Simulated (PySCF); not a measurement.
Some computed properties have been withheld. Give your best values.

Compound: C₂H₁₀OSi₂.
Bonds: C1–Si2, Si2–O3, O3–Si4, Si4–C5. Hydrogens: H6, H7, H8 on C1; H9, H10 on Si2; H11, H12 on Si4; H13, H14, H15 on C5.

Conformer (atom-mapped SMILES and torsion angles): `[CH3:1][SiH2:2][O:3][SiH2:4][CH3:5]`: C1–Si2–O3–Si4 0°, Si2–O3–Si4–C5 -1°.

```json
{"property": "point group", "level": "PBE0-D3(BJ)/def2-TZVP", "value": "C2v"}
{"property": "rotational constants A, B, C", "level": "PBE0-D3(BJ)/def2-TZVP", "value": "5.040, 1.782, 1.381 GHz"}
{"property": "dipole moment", "level": "PBE0/pcSseg-2", "value": "1.69 D"}
{"property": "HOMO energy", "level": "PBE0/pcSseg-2", "value": "-8.31 eV"}
{"property": "LUMO energy", "level": "PBE0/pcSseg-2", "value": "0.36 eV"}
{"property": "13C chemical shifts (computed TMS as zero) by class", "level": "GIAO PBE0/pcSseg-2", "value": "0.7 (C1/C5) ppm"}
{"property": "1H chemical shifts (computed TMS as zero) by class", "level": "GIAO PBE0/pcSseg-2", "value": "?"}
{"property": "isotropic shieldings of nuclei other than C and H, by class", "level": "GIAO PBE0/pcSseg-2", "value": "?"}
{"property": "core binding energies", "level": "ΔSCF SCAN, pcX-3 on the ionised atom, pcseg-2 elsewhere, spin-free X2C, 2p3/2 from a spin–orbit splitting computed afterwards within the 2p shell", "value": "?"}
```

Electronic properties: PySCF, gas phase, density fitting. The structure is a single PBE0-D3(BJ)/def2-TZVP conformer in the gas phase; no vibrational or solvent corrections. NMR classes are plain means over equivalent atoms (diastereotopic ones count apart unless rotation or inversion swaps them), as if these changed places fast; in this geometry the members of some classes differ.

**Question.** What are the core binding energies?

**Answer.** Si2p3/2 107.0 (Si2/Si4), C1s 290.2 (C1/C5), O1s 537.7 (O3), Si1s 1847.0 (Si2/Si4) eV.

**Question.** What are the 1H chemical shifts (computed TMS as zero) by class?

**Answer.** 5.27 (H9/H10/H11/H12), 0.28 (H6/H7/H8/H13/H14/H15) ppm.

**Question.** The isotropic shieldings of nuclei other than C and H, by class?

**Answer.** 290 (O3), 364 (Si2/Si4) ppm.

With B = h/(8π²I), that is 505.379 GHz u Å² over I, the principal moments of inertia are 100.3, 283.7 and 365.8 u Å² (most abundant isotopes); the inertial defect Ic − Ia − Ib is -18.2 u Å² (zero for a rigid planar frame, negative otherwise). The dipole matches unit charges of opposite sign 0.35 Å apart (1 e·Å = 4.8032 D). The rotational constants make it an asymmetric top with κ = (2B − A − C)/(A − C) = -0.78, nearer the prolate limit (−1). A dipole of 1.69 D is allowed in C2v, and pure rotational transitions are dipole-allowed.
